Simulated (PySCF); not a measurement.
Simulated C 1s region for isopropyl methacrylate (`C=C(C)C(=O)OC(C)C`), binding energy against the vacuum level.

Every computed line was given a Gaussian of 0.7 eV full width at half maximum and an area set by the number of equivalent atoms; the highest printed point is 100. Method: delta-SCF UKS SCAN, pcX-2 on the ionised atom, pcseg-1 elsewhere, spin-free X2C in PySCF.

| binding energy (eV) | intensity |
| --- | --- |
| 289.2 | 0 |
| 289.3 | 0 |
| 289.4 | 1 |
| 289.5 | 1 |
| 289.6 | 3 |
| 289.7 | 6 |
| 289.8 | 11 |
| 289.9 | 17 |
| 290.0 | 25 |
| 290.1 | 35 |
| 290.2 | 45 |
| 290.3 | 58 |
| 290.4 | 71 |
| 290.5 | 84 |
| 290.6 | 95 |
| 290.7 | 100 |
| 290.8 | 98 |
| 290.9 | 88 |
| 291.0 | 72 |
| 291.1 | 54 |
| 291.2 | 36 |
| 291.3 | 22 |
| 291.4 | 13 |
| 291.5 | 7 |
| 291.6 | 6 |
| 291.7 | 6 |
| 291.8 | 10 |
| 291.9 | 14 |
| 292.0 | 19 |
| 292.1 | 23 |
| 292.2 | 25 |
| 292.3 | 25 |
| 292.4 | 21 |
| 292.5 | 16 |
| 292.6 | 11 |
| 292.7 | 7 |
| 292.8 | 4 |
| 292.9 | 2 |
| 293.0 | 1 |
| 293.1 | 0 |
| 293.2 | 1 |
| 293.3 | 1 |
| 293.4 | 2 |
| 293.5 | 5 |
| 293.6 | 8 |
| 293.7 | 13 |
| 293.8 | 18 |
| 293.9 | 23 |
| 294.0 | 25 |
| 294.1 | 25 |
| 294.2 | 22 |
| 294.3 | 18 |
| 294.4 | 12 |
| 294.5 | 8 |
| 294.6 | 4 |
| 294.7 | 2 |
| 294.8 | 1 |
| 294.9 | 0 |
| 295.0 | 0 |

Task: Count the maxima, the lines and the sites behind this envelope.

Result: The curve has 3 maxima (at 290.7, 292.2 and 294.0 eV). Under it lie 6 lines from 6 inequivalent carbon sites. At this width some lines have no maximum of their own.

Task: Decompose the envelope and assign each component. Numbering: `[CH2:1]=[C:2]([CH3:3])[C:4](=[O:5])[O:6][CH:7]([CH3:8])[CH3:9]`.

Result: 
```
position (eV)  relative area  line  atoms                      environment
       290.21              1  C 1s     C1             terminal =CH2 carbon
       290.65              2  C 1s  C8/C9                    methyl carbon
       290.84              1  C 1s     C3                   allylic carbon
       290.88              1  C 1s     C2  fully substituted alkene carbon
       292.22              1  C 1s     C7       sp3 carbon bound to oxygen
       294.04              1  C 1s     C4            ester carbonyl carbon
```

Task: What are the centre and the root-mean-square width of the whole band?

Result: The area-weighted mean of the lines is 291.36 eV. Their own spread about it is 1.24 eV (rms) and each Gaussian has σ = 0.7/2.355 = 0.30 eV; the variances add, which gives 1.28 eV.

Lowest listed C 1s: C1, bonded to C (double bond) and 2 H. Highest, 3.83 eV above it: C4, bonded to O (double bond), O and C. The widest gap between neighbouring values is 1.82 eV, between 292.22 and 294.04 eV. Summing the Pauling electronegativity differences to the bonded atoms, each weighted by its formal bond order, gives -0.70 for the lowest site and +2.67 for the highest; no listed site has a larger sum than the highest. The smallest sum, -1.05, belongs to C8/C9, 0.44 eV above the lowest. The values 290.84 and 290.88 eV lie too close for their order to be trusted.

No satellites, vibrations or lifetime broadening are included. Topologically equivalent atoms share the value of their first member; where this conformer doesn't relate them by symmetry, their own values could differ. The structure is a single PBE0-D3(BJ)/def2-SVP conformer in the gas phase; no vibrational or solvent corrections.

The values belong to the conformer `[CH2:1]=[C:2]([CH3:3])[C:4](=[O:5])[O:6][CH:7]([CH3:8])[CH3:9]`: C1–C2–C4–O5 1°, C2–C4–O6–C7 180°, C4–O6–C7–C8 -82°.
